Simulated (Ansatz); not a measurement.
Which isomer of F2H2PSi gives these data?

These gas-phase data were calculated for one isomer of F2H2PSi at PBE0-D3(BJ)/def2-SVP (harmonic, unscaled wavenumbers; equilibrium rotational constants with average atomic masses):

* rotational constants: 11.89, 2.292, 1.967 GHz
* all wavenumbers above 1500 cm⁻¹: 2255, 2244

Candidates:

(1) `F[SiH](F)[PH]`, a doublet
(2) `F[Si](F)P`, a doublet
(3) `F[SiH2][P]F`, a doublet

**Question.** Which candidate do the data belong to?

**Answer.** Candidate (3). The band at 2255 cm⁻¹ lies where the Si–H stretch is expected; (2) has no mode between 2000 and 2380 cm⁻¹. 2 modes lie between 2000 and 2380 cm⁻¹, one for each Si–H bond, while (1) has 1.

The same quantities for all candidates:

|  | rotational constants (GHz) | wavenumbers above 1500 cm⁻¹ | E above the lowest, PBE0-D3(BJ)/def2-SVP (kcal/mol) |
| --- | --- | --- | --- |
| (1) | 6.602, 3.072, 2.31 | 2381, 2282 | 0.0 |
| (2) | 6.67, 3.007, 2.257 | 2423, 2407 | 8.0 |
| (3) | 11.89, 2.292, 1.967 | 2255, 2244 | 35.3 |

Harmonic stretches to hydrogen usually lie a few per cent above observed fundamentals. Each candidate is one conformer. Open shells are spin-unrestricted. Programs: Ansatz 0.2.0.
